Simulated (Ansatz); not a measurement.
Basis sets compared for Cu(AsH3)H (CuAsH4). Total charge 0; singlet. Geometry B3LYP-D4/def2-TZVP. Ansatz on 4 threads of Arm Neoverse V1 on a shared host; times are rough, and most runs start from earlier orbitals.

```
atom    x (Å)    y (Å)    z (Å)
 Cu1   0.0059   0.5945   1.6067
 As2  -0.0008  -0.2286  -0.6199
  H3   0.8378  -1.4294  -0.9954
  H4   0.4368   0.6553  -1.7660
  H5  -1.2874  -0.7097  -1.2517
  H6   0.0077   1.1180   3.0263
```

Binding counts from free atoms (Cu doublet, As quartet, H doublet) in the same basis, without a counterpoise term.

| level | functions | energy (Eh) | HOMO (eV) | LUMO (eV) | binding per atom (eV) | wall time |
| --- | --- | --- | --- | --- | --- | --- |
| PBE-D4/def2-SVP | 83 | -3877.6659 | -4.75 | -1.18 | 2.28 | 0.55 s |
| PBE-D4/def2-TZVP (with forces) | 117 | -3878.2037 | -5.04 | -1.40 | 2.22 | 1 s |
| r2SCAN-D4/def2-TZVP | 117 | -3878.7618 | -5.10 | -1.22 | 2.24 | 1.8 s |
| PBE0-D4/def2-SVP | 83 | -3877.7367 | -5.82 | -0.38 | 2.19 | 0.9 s |
| PBE0-D4/def2-TZVP | 117 | -3878.2626 | -6.09 | -0.58 | 2.16 | 2 s |

Q: Estimate the rows for PBE-D4/def2-TZVPD, r2SCAN-D4/def2-TZVPD, PBE0-D4/def2-TZVPD.

A: 
```
               level  functions  energy (Eh)  HOMO (eV)  LUMO (eV)  binding per atom (eV)  wall time
   PBE-D4/def2-TZVPD        138   -3878.2052      -5.06      -1.64                   2.23        1 s
r2SCAN-D4/def2-TZVPD        138   -3878.7631      -5.11      -1.42                   2.25      2.1 s
  PBE0-D4/def2-TZVPD        138   -3878.2639      -6.11      -0.88                   2.16      1.4 s
```
